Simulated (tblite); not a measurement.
Compound: 1,2-diisopropylhydrazine, C6H16N2.
SMILES with atom numbers: `[CH3:1][CH:2]([CH3:3])[NH:4][NH:5][CH:6]([CH3:7])[CH3:8]` (hydrogens: H9, H10, H11 on C1; H12 on C2; H13, H14, H15 on C3; H16 on N4; H17 on N5; H18 on C6; H19, H20, H21 on C7; H22, H23, H24 on C8)

Computed with GFN2-xTB (tblite), gas phase: L-BFGS steps from a force-field or distance-geometry start until the largest atomic force falls under 0.01 eV/Å.

Geometry at step 2:
```
atom  x, y, z in Å
C1      2.8328    0.2767    1.2408
C2      1.7602   -0.5306    0.5122
C3      2.2516   -0.9014   -0.8977
N4      0.5337    0.2650    0.4363
N5     -0.6338   -0.5949    0.1723
C6     -1.8590    0.1849    0.1088
C7     -1.9392    1.0961   -1.1250
C8     -3.0461   -0.7867    0.1433
H9      3.0445    1.2060    0.7183
H10     3.7572   -0.2958    1.3082
H11     2.5130    0.5132    2.2517
H12     1.5814   -1.4606    1.0819
H13     2.3979   -0.0035   -1.4905
H14     3.2012   -1.4342   -0.8386
H15     1.5408   -1.5397   -1.4132
H16     0.3705    0.6816    1.3595
H17    -0.4947   -1.0327   -0.7472
H18    -1.9172    0.8088    1.0164
H19    -2.8801    1.6359   -1.1336
H20    -1.1243    1.8142   -1.1312
H21    -1.8799    0.4979   -2.0358
H22    -3.0046   -1.4062    1.0339
H23    -3.9757   -0.2276    0.1644
H24    -3.0419   -1.4325   -0.7276
```

Q: What forces act on the atoms?

A: 
```json
{"atom": "C1", "Fx (eV/Å)": "0.086", "Fy (eV/Å)": "-0.034", "Fz (eV/Å)": "0.011"}
{"atom": "C2", "Fx (eV/Å)": "0.055", "Fy (eV/Å)": "-0.095", "Fz (eV/Å)": "-0.109"}
{"atom": "C3", "Fx (eV/Å)": "0.010", "Fy (eV/Å)": "0.042", "Fz (eV/Å)": "0.156"}
{"atom": "N4", "Fx (eV/Å)": "-0.035", "Fy (eV/Å)": "-0.099", "Fz (eV/Å)": "-0.242"}
{"atom": "N5", "Fx (eV/Å)": "0.161", "Fy (eV/Å)": "0.035", "Fz (eV/Å)": "0.140"}
{"atom": "C6", "Fx (eV/Å)": "-0.199", "Fy (eV/Å)": "0.074", "Fz (eV/Å)": "0.006"}
{"atom": "C7", "Fx (eV/Å)": "-0.026", "Fy (eV/Å)": "-0.114", "Fz (eV/Å)": "-0.015"}
{"atom": "C8", "Fx (eV/Å)": "0.103", "Fy (eV/Å)": "0.122", "Fz (eV/Å)": "0.060"}
{"atom": "H9", "Fx (eV/Å)": "-0.076", "Fy (eV/Å)": "0.000", "Fz (eV/Å)": "-0.048"}
{"atom": "H10", "Fx (eV/Å)": "-0.073", "Fy (eV/Å)": "-0.001", "Fz (eV/Å)": "-0.039"}
{"atom": "H11", "Fx (eV/Å)": "-0.036", "Fy (eV/Å)": "0.036", "Fz (eV/Å)": "0.065"}
{"atom": "H12", "Fx (eV/Å)": "-0.016", "Fy (eV/Å)": "-0.029", "Fz (eV/Å)": "-0.064"}
{"atom": "H13", "Fx (eV/Å)": "-0.027", "Fy (eV/Å)": "0.075", "Fz (eV/Å)": "0.022"}
{"atom": "H14", "Fx (eV/Å)": "-0.110", "Fy (eV/Å)": "0.048", "Fz (eV/Å)": "0.061"}
{"atom": "H15", "Fx (eV/Å)": "-0.054", "Fy (eV/Å)": "-0.038", "Fz (eV/Å)": "0.026"}
{"atom": "H16", "Fx (eV/Å)": "-0.099", "Fy (eV/Å)": "-0.173", "Fz (eV/Å)": "-0.222"}
{"atom": "H17", "Fx (eV/Å)": "0.138", "Fy (eV/Å)": "0.242", "Fz (eV/Å)": "0.321"}
{"atom": "H18", "Fx (eV/Å)": "0.156", "Fy (eV/Å)": "-0.095", "Fz (eV/Å)": "-0.131"}
{"atom": "H19", "Fx (eV/Å)": "-0.067", "Fy (eV/Å)": "0.063", "Fz (eV/Å)": "0.010"}
{"atom": "H20", "Fx (eV/Å)": "0.063", "Fy (eV/Å)": "-0.038", "Fz (eV/Å)": "0.063"}
{"atom": "H21", "Fx (eV/Å)": "0.001", "Fy (eV/Å)": "0.018", "Fz (eV/Å)": "0.060"}
{"atom": "H22", "Fx (eV/Å)": "0.088", "Fy (eV/Å)": "-0.034", "Fz (eV/Å)": "0.012"}
{"atom": "H23", "Fx (eV/Å)": "-0.060", "Fy (eV/Å)": "0.036", "Fz (eV/Å)": "-0.053"}
{"atom": "H24", "Fx (eV/Å)": "0.015", "Fy (eV/Å)": "-0.041", "Fz (eV/Å)": "-0.091"}
```

The largest, 0.43 eV/Å, acts on H17; the rms over all components is 0.098 eV/Å. The forces sum to zero within rounding, as they must for an isolated molecule in no field.

Q: Give the force on H17 in Eh/bohr and in nN.

A: 0.425 eV/Å ÷ 51.422 = 0.00827 Eh/bohr, and 0.425 eV/Å × 1.602 = 0.68 nN.

Q: How far is this geometry from the end of the optimisation?

A: 0.036 eV above it, and 0.069 Å rms away after alignment. The bonds farthest from their final lengths, with half the difference of the two atoms' forces along the bond (positive lengthens):

```
  bond  now (Å)  final (Å)  force along bond (eV/Å)
 N4–N5    1.474      1.462                    -0.15
 C2–C3    1.538      1.530                    -0.15
 C6–C8    1.534      1.526                    -0.13
N5–H17    1.028      1.020                    -0.13
N4–H16    1.026      1.021                     0.00
C6–H18    1.103      1.098                    -0.11
```

The angle farthest from its final value is N4–N5–H17, 107.6° against 105.4°.

What follows is the cost of the whole relaxation. Time: 0.28 s. Hardware: one thread, Arm Neoverse V2 (aarch64) (shared host).
